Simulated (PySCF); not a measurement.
In(Me)2(NHMe) (C₃H₁₀InN), SMILES C[NH][In]([CH3])[CH3].

Geometry: r2SCAN-D4/def2-SVP. The def2 effective core potentials stand for the cores of In; spin–orbit coupling is left out. Other conformers were not sampled.

Calculation: PySCF with TDDFT-M06-2X/def2-SVPD.

Vertical excitations. Isolated molecule, no solvent.

Computed lowest excited states:
| state | energy (eV) | λ (nm) | f | main pairs |
|---|---|---|---|---|
| S1 | 4.87 | 254 | 0.026 | HOMO→LUMO 81 % |
| S2 | 5.02 | 247 | 0.106 | HOMO→LUMO+1 97 % |
| S3 | 5.55 | 223 | 0.000 | HOMO−1→LUMO+1 99 % |
| S4 | 6.09 | 203 | 0.000 | HOMO→LUMO+2 48 %, HOMO→LUMO+4 21 %, HOMO→LUMO+3 14 % |
| S5 | 6.12 | 203 | 0.205 | HOMO−1→LUMO 95 % |
| S6 | 6.25 | 198 | 0.009 | HOMO−2→LUMO+1 94 % |
| S7 | 6.38 | 194 | 0.017 | HOMO→LUMO+3 62 %, HOMO→LUMO+4 27 % |
| S8 | 6.53 | 190 | 0.007 | HOMO→LUMO+4 34 %, HOMO→LUMO+2 19 %, HOMO→LUMO 13 %, HOMO→LUMO+3 12 % |
| S9 | 6.78 | 183 | 0.098 | HOMO−2→LUMO 87 % |
| S10 | 7.27 | 171 | 0.000 | HOMO−1→LUMO+2 65 %, HOMO→LUMO+7 15 %, HOMO−1→LUMO+4 12 % |
| T1 | 4.12 | 301 | 0 | HOMO→LUMO+1 94 % |
| T2 | 4.71 | 263 | 0 | HOMO→LUMO 69 %, HOMO→LUMO+2 10 % |
| T3 | 5.27 | 235 | 0 | HOMO−1→LUMO+1 97 % |
| T4 | 5.39 | 230 | 0 | HOMO−1→LUMO 74 % |
Triplets are in the Tamm–Dancoff approximation, which puts them higher than full response would, so one can lie above its singlet here.
